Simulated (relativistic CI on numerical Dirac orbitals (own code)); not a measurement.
## Ru7+: resonant inelastic scattering at the L2,3 edge

Computed with this model: Dirac-Coulomb-Breit CI, orbitals from a KLI potential per configuration, QED by a radiative potential, valence Slater integrals scaled by 0.7, Kramers-Heisenberg scattering through one core-hole configuration in a parametric crystal field; configurations [Kr] 4d → [He] 2s2 2p5 3s2 3p6 3d10 4s2 4p6 4d2; 80 K; core-hole width 1.6 eV; summed over polarisations. Incident energies are the highest absorption maxima for each field (at most a few, so the weaker spin-orbit partner edge can be absent), on the computed scale of the free ion. Intensities are in per cent of the strongest line above 0.02 eV; levels within 1 cm⁻¹ are merged; final levels count from the ground level, the first row holds all elastic scattering, lines under 0.4 are left out and each table stops after 24 rows. The scale of the Slater integrals is a model choice and moves the terms in proportion.

Field parameters in Wybourne normalisation: D3d B²₀ = −7Dσ, B⁴₀ = −14Dq − 21Dτ, B⁴₃ = −14√(10/7) Dq; D4h B²₀ = −7Ds, B⁴₀ = 21(Dq − Dt), B⁴₄ = 21√(5/14) Dq. The field is a parameter set, without covalency, and values of 10Dq over about 45,000 cm⁻¹ lie beyond real compounds.

S is read from ⟨S²⟩ = S(S + 1).

D4h, 10Dq = 52150, Ds = -1240, Dt = -610 cm⁻¹:

```csv
Final level (eV),Degeneracy,Irrep,S,2853.8 eV,2860.2 eV,2981.6 eV
0.000,2,Γ7,0.50,767.5,1055.4,202.6
0.061,2,Γ6,0.50,36.6,16.5,79.0
0.361,2,Γ7,0.50,100.0,53.0,21.5
6.567,2,Γ7,0.50,2.5,88.2,1.0
7.559,2,Γ6,0.50,0.7,53.5,0.9
```

D3d, 10Dq = 31950, Dσ = 360, Dτ = 60 cm⁻¹:

| Final level (eV) | Degeneracy | Irrep | S | 2854.9 eV | 2858.8 eV | 2982.7 eV |
| --- | --- | --- | --- | --- | --- | --- |
| 0.000 | 2 | Γ4 | 0.50 | 802.7 | 1695.0 | 278.7 |
| 0.145 | 2 | Γ5+Γ6 | 0.50 | 42.4 | 70.8 | 100.0 |
| 0.428 | 2 | Γ4 | 0.50 | 82.4 | 66.1 | 23.1 |
| 4.206 | 2 | Γ5+Γ6 | 0.50 | 5.1 | 89.2 | 3.2 |
| 4.212 | 2 | Γ4 | 0.50 | 5.2 | 75.2 | 2.2 |

D4h, 10Dq = 28900, Ds = 600, Dt = -620 cm⁻¹:

| Final level (eV) | Degeneracy | Irrep | S | 2854.7 eV | 2858.8 eV | 2982.8 eV |
| --- | --- | --- | --- | --- | --- | --- |
| 0.000 | 2 | Γ6 | 0.50 | 811.4 | 1582.6 | 235.4 |
| 0.175 | 2 | Γ7 | 0.50 | 36.3 | 88.7 | 72.9 |
| 0.760 | 2 | Γ7 | 0.50 | 61.4 | 17.3 | 39.7 |
| 4.327 | 2 | Γ7 | 0.50 | 2.4 | 42.7 | 2.7 |
| 4.412 | 2 | Γ6 | 0.50 | 5.7 | 100.0 | 2.3 |

For the first field the strongest loss at the lowest incident energy is the level at 0.36 eV (S = 0.50, against 0.50 in the thermal ground state).
